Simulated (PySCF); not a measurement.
Telling isomers of C7H10O apart by NMR

How the numbers were obtained: geometry from GFN2-xTB, PBE0/pcSseg-1 with gauge-including orbitals, in PySCF (non-relativistic, a single conformation, isolated molecule, averaged over atoms made equivalent by symmetry, fast rotation or ring inversion).

Scale: $^{1}$H and $^{13}$C vs TMS (reference shieldings calculated alike). Where no couplings were computed, multiplicities follow the n + 1 count of equivalent neighbours, and m marks all less simple cases (inequivalent or close neighbours, rings, F or P nearby). Shifts are as computed. Against solution values, carbons near 30 ppm lie about +3 ppm off and those near 130 ppm about +5 ppm. Of 1211 compounds with measured shifts, 218 miss one by over three times the rms of a fit or turn the order of signals round; such compounds aren't used in these exercises. OH and NH positions are gas-phase values without hydrogen bonding to other molecules.

(1) Tabulate the signals of `C[C@@H](O)C1C=CC=C1`, `COC1C=CCC=C1` and their relative energies.

(2) What is the quickest way to tell C[C@@H](O)C1C=CC=C1 from COC1C=CCC=C1?

Results:

(1) 
```tsv
SMILES	carbon types	δC	δH	E rel. (kcal/mol)
C[C@@H](O)C1C=CC=C1	6×CH 1×CH3	145.7, 142.7, 142.3, 138.9, 72.7, 67.5, 19.5	6.90 (m, 1H), 6.68 (m, 1H), 6.62 (m, 1H), 6.60 (m, 1H), 4.31 (m, 1H), 3.69 (m, 1H), 0.90 (d, 3H), 0.59 (br s, 1H)	0.0
COC1C=CCC=C1	5×CH 1×CH2 1×CH3	136.0, 131.4, 76.6, 58.8, 31.3	6.34 (m, 2H), 6.10 (m, 2H), 4.14 (m, 1H), 3.64 (s, 3H), 2.74 (m, 1H), 2.70 (m, 1H)	10.2
```

Energies are electronic energies at PBE0/pcSseg-1 on these geometries, without zero-point or thermal terms, each for the one conformer computed, which needn't be the lowest.

(2) Count the carbon signals: 7 against 5. The first has a methyl carbon (CH3) at 19.5 ppm, the second an allylic sp3 CH2 at 31.3 ppm. Their most deshielded carbons lie at 145.7 and 136.0 ppm. In the proton spectra the most deshielded non-exchanging signals are 6.90 (m, 1H) and 6.34 (m, 2H).
